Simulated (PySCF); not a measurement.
CH5GaO3 (SMILES C[O][Ga]([OH])[OH]), singlet, geometry from GFN2-xTB (such geometries of metal compounds can be far from the true shape); B3LYP/cc-pVDZ, polarisability run with PySCF.

The PySCF input:
```python
from pyscf import gto, scf, dft
from pyscf.prop import polarizability

mol = gto.M(
    atom='''
Ga    0.09262009    0.30088295    0.19858133
O     1.17003086    1.66503500    0.14055510
H     1.74793936    1.74078705   -0.61782513
O    -0.99497662    0.08434453    1.54380040
H    -0.95740219    0.75167209    2.22888970
O     0.14355800   -0.84067298   -1.14129589
C    -0.62560498   -2.01798343   -1.32542587
H    -1.19044496   -1.91954716   -2.25539351
H     0.05659038   -2.86806744   -1.39985966
H    -1.32317351   -2.19396772   -0.50375419
''',
    basis='cc-pvdz',
    verbose=3,
)

mf = dft.RKS(mol)
mf.xc = 'b3lyp'
mf.kernel()
alpha = mf.Polarizability().polarizability()[2, 2]
print('alpha_zz =', alpha)
```

**Question.** Write the output that PySCF gives for this input, abridged.

**Answer.** 
```
site-packages/pyscf/prop/efg/rhf.py:45: UserWarning: Module EFG is under testing
  warnings.warn('Module EFG is under testing')
site-packages/pyscf/prop/efg/dhf.py:30: UserWarning: Module EFG is under testing
  warnings.warn('Module EFG is under testing')
site-packages/pyscf/prop/zfs/uhf.py:40: UserWarning: Module ZFS is under testing
  warnings.warn('Module ZFS is under testing')
site-packages/pyscf/prop/gtensor/uhf.py:43: UserWarning: Module g-tensor is under testing
  warnings.warn('Module g-tensor is under testing')
site-packages/pyscf/prop/gtensor/uks.py:41: UserWarning: Module g-tensor is under testing
  warnings.warn('Module g-tensor is under testing')
site-packages/pyscf/prop/hfc/uks.py:35: UserWarning: Module HFC is under testing
  warnings.warn('Module HFC is under testing')
site-packages/pyscf/prop/magnetizability/rhf.py:39: UserWarning: Module magnetizability is under testing
  warnings.warn('Module magnetizability is under testing')
site-packages/pyscf/prop/magnetizability/uhf.py:37: UserWarning: Module magnetizability is under testing
  warnings.warn('Module magnetizability is under testing')
site-packages/pyscf/prop/magnetizability/rks.py:37: UserWarning: Module magnetizability is under testing
  warnings.warn('Module magnetizability is under testing')
site-packages/pyscf/prop/magnetizability/uks.py:39: UserWarning: Module magnetizability is under testing
  warnings.warn('Module magnetizability is under testing')
site-packages/pyscf/prop/polarizability/uhf.py:34: UserWarning: Module polarizability is under testing
  warnings.warn('Module polarizability is under testing')
site-packages/pyscf/prop/polarizability/rks.py:29: UserWarning: Module polarizability is under testing
  warnings.warn('Module polarizability is under testing')
site-packages/pyscf/prop/polarizability/uks.py:29: UserWarning: Module polarizability is under testing
  warnings.warn('Module polarizability is under testing')
converged SCF energy = -2191.729025592
alpha_zz = 42.66104941761433
```
